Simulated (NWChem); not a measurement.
# N-methylmethanimine (C₂H₅N); SMILES C=NC

**Question.** Give the equilibrium geometry at PBE0/def2-SVP (NWChem) as a list of bonds and angles, with the point group.

**Answer.** point group Cs; any orientation.
Bonded distances (Å): C1–N2 1.435, C1–H4 1.102, C1–H5 1.102, C1–H6 1.109, N2–C3 1.261, C3–H7 1.110, C3–H8 1.100. Bond angles (°): N2–C1–H4 109.3, N2–C1–H5 109.3, N2–C1–H6 114.3, H4–C1–H5 106.1, H4–C1–H6 108.7, H5–C1–H6 108.7, C1–N2–C3 118.6, N2–C3–H7 123.5, N2–C3–H8 119.7, H7–C3–H8 116.8.
